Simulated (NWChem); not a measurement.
Molecule: C₄H₅FO; SMILES C=C[C@H](F)C=O

```xyz
11

C     -0.8663     2.0137    -0.2774
C     -0.8430     0.8087     0.2874
C      0.3920    -0.0312     0.3998
F      1.4821     0.5921    -0.1450
C      0.1901    -1.3621    -0.3124
O     -0.6113    -2.1803     0.0374
H      0.0445     2.4632    -0.6808
H     -1.7942     2.5862    -0.3441
H     -1.7461     0.3402     0.6929
H      0.6027    -0.2535     1.4641
H      0.8572    -1.4948    -1.2039
```
Atoms are numbered in this order, from 1.

Level: PBE0/def2-SVP (NWChem), optimised geometry, unscaled harmonic frequencies. 

**Question.** List the harmonic frequencies with IR intensities, and the thermochemistry.

**Answer.** 
```tsv
frequency (cm⁻¹)	IR intensity (km/mol)
55	14.5
115	0.8
226	6.1
289	4.8
385	12.7
499	0.6
640	25.8
653	15.0
857	2.8
960	40.5
1015	13.2
1018	10.7
1038	13.4
1085	17.6
1187	58.3
1258	1.0
1294	1.1
1327	11.6
1387	17.5
1415	6.9
1742	9.0
1898	164.2
2934	80.2
3046	11.9
3177	0.7
3204	0.6
3284	0.4
```

| Item | Result |
|---|---|
| zero-point energy | 51.4 kcal/mol |
| thermal correction to the enthalpy at 298.15 K (with zero-point energy) | 56.1 kcal/mol |
| heat capacity Cv | 21.2 cal/(mol K) |
| entropy at 298.15 K and 1 atm (symmetry number 1) | 80.4 cal/(mol K) |
| dipole moment | 1.20 D |

Rigid rotor and harmonic oscillator; modes under 100 cm⁻¹ make the entropy uncertain.
